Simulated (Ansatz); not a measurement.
A structure relaxed at PBE-D4/def2-SVP in Ansatz, charge 0, singlet:

```xyz
5

Ti    0.000    0.000    0.000
Cl   -1.042   -1.868    0.381
Cl   -1.048    1.112   -1.544
Cl    2.026   -0.423   -0.661
Cl    0.064    1.178    1.824
```

(1) Give its formula, name or SMILES and point group.

(2) Summarise the bond lengths by kind (pairs closer than 1.2 times the sum of covalent radii, bridged metal pairs left out).

Answers

(1) TiCl4. Point group Td (tolerance 0.1 Å).

(2) 4 × Cl–Ti 2.17 Å. The metal has 4 neighbours: Cl 2.17 Å, Cl 2.17 Å, Cl 2.17 Å, Cl 2.17 Å.
